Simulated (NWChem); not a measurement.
## Correlation energy of selenium dioxide (O2Se)

SMILES: O=[Se]=O
```xyz
3

O      1.3523     0.0000    -0.5852
Se     0.0000     0.0000     0.2754
O     -1.3523     0.0000    -0.5852
```
Charge 0, spin multiplicity 1.

All runs are NWChem calculations. Structure: optimised with PBE0/def2-SVP, a minimum by its harmonic frequencies.

Basis set: 3-21G. Each correlation energy counts from its own Hartree-Fock reference.

The Hamiltonian is non-relativistic. The correlated methods keep 11 core orbitals frozen. Coupled-cluster values serve here as a point of comparison, not as the truth.

For the correlation energy, MP2 gives -372.1 mHa and SCS-MP2 gives -356.0 mHa. What do CR-CCSD[T], CR-CCSD(T), CCSD give?

CR-CCSD[T]: -367.6 mHa; CR-CCSD(T): -363.4 mHa; CCSD: -344.9 mHa.
